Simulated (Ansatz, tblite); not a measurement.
Isomers of Al$_{2}$P$_{2}$ (singlet), found by a short tight-binding search and relaxed with PBE-D4/def2-TZVP in Ansatz.

The xTB rows come from tblite. Correlated methods freeze 20 core orbitals.

Run but left out: HF/def2-TZVPP (A: restricted singlet, unstable towards broken spin symmetry); BHLYP-D4/def2-TZVP (A: restricted singlet, unstable in another Hartree–Fock run and untested here).

A: The restricted singlet is unstable towards broken spin symmetry in Hartree–Fock (as tested in another run); at PBE-D4/def2-TZVP, r2SCAN-D4/def2-TZVP, PBE0-D4/def2-TZVP, r2SCAN0-D4/def2-TZVP this wasn't settled. At CCSD(T)/def2-TZVPP T1 of the charge 0 singlet is large (up to 0.024), so the single-reference result is doubtful. At CCSD(T)/def2-TZVPP the restricted singlet (for correlated methods, its reference) is unstable: a solution with broken spin symmetry lies lower. B: At CCSD(T)/def2-TZVPP the restricted singlet (for correlated methods, its reference) is unstable: a solution with broken spin symmetry lies lower.

Other spin states were run for one of them alone.

A:

```xyz
4

Al    0.072    1.497   -0.683
Al    0.693   -1.450    0.372
P    -0.850   -0.564   -1.077
P     0.084    0.516    1.388
```

B:

```xyz
4

Al   -1.352   -1.099    1.498
Al    1.351    1.100   -1.498
P     0.837   -0.307    0.530
P    -0.837    0.306   -0.530
```

Problem. Estimate their order by electronic energy at PBE0-D4/def2-TZVP, counted from the lowest.

Solution. B (0.00) < A (1.09), in eV.

Problem. Do the other levels pick the same lowest one?

Solution. All that were run do. Energies above each level's lowest (eV):

| level | A | B |
| --- | --- | --- |
| GFN1-xTB | 2.05 | 0.00 |
| GFN2-xTB | 0.63 | 0.00 |
| PBE-D4/def2-TZVP | 0.86 | 0.00 |
| r2SCAN-D4/def2-TZVP | 0.81 | 0.00 |
| PBE0-D4/def2-TZVP | 1.09 | 0.00 |
| r2SCAN0-D4/def2-TZVP | 1.05 | 0.00 |
| MP2/def2-TZVPP | 0.78 | 0.00 |
| CCSD/def2-TZVPP | 1.26 | 0.00 |
| CCSD(T)/def2-TZVPP | 0.96 | 0.00 |
Point groups (tolerance 0.1 Å): A C2v, B D2h. Lower isomers may exist.
